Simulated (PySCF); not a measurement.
Electronic structure of Co²⁺ (cobalt, charge +2) at the UHF level

Configuration: [Ar] 3d7, high-spin 4F determinant. Computed with PySCF 2.14 in aug-cc-pVDZ-DK (7s6p4d2f, 59 functions), with scalar relativity by spin-free X2C-1e.

```
Total energy                        : -1391.051544 hartree
One-electron energy                 : -1908.8332 hartree
Hartree (Coulomb) energy            : 576.1289 hartree
Exchange energy                     : -58.3472 hartree
⟨S²⟩                                : 3.7536
⟨L²⟩                                : 12.025
Sum of ⟨r⟩                          : 15.44 bohr
Sum of ⟨r²⟩                         : 15.66 bohr²
Langevin diamagnetic susceptibility : -12.4 ×10⁻⁶ cm³/mol
Time after the integrals            : 0.55 s of wall time on 1 thread of Intel(R) Xeon(R) Platinum 8488C (shared host)
```

| shell | electrons | mean orbital energy (eV) | spread (eV) | rms radius, mean of both spins (bohr) |
| --- | --- | --- | --- | --- |
| 1s α | 1 | -7795.0 | 0 | 0.0648 |
| 1s β | 1 | -7794.9 | 0 | 0.0648 |
| 2s α | 1 | -984.98 | 0 | 0.276 |
| 2s β | 1 | -982.19 | 0 | 0.276 |
| 2p α | 3 | -842.75 | 0 | 0.249 |
| 2p β | 3 | -839.97 | 0 | 0.249 |
| 3s α | 1 | -148.38 | 0 | 0.832 |
| 3s β | 1 | -140.76 | 0 | 0.832 |
| 3p α | 3 | -106.01 | 0 | 0.889 |
| 3p β | 3 | -96.831 | 0 | 0.889 |
| 3d α | 5 | -38.176 | 1.385 | 1.13 |
| 3d β | 2 | -34.533 | 0 | 1.13 |

Densities and radii are taken from the X2C orbitals without a picture-change correction, which distorts them close to the nucleus.
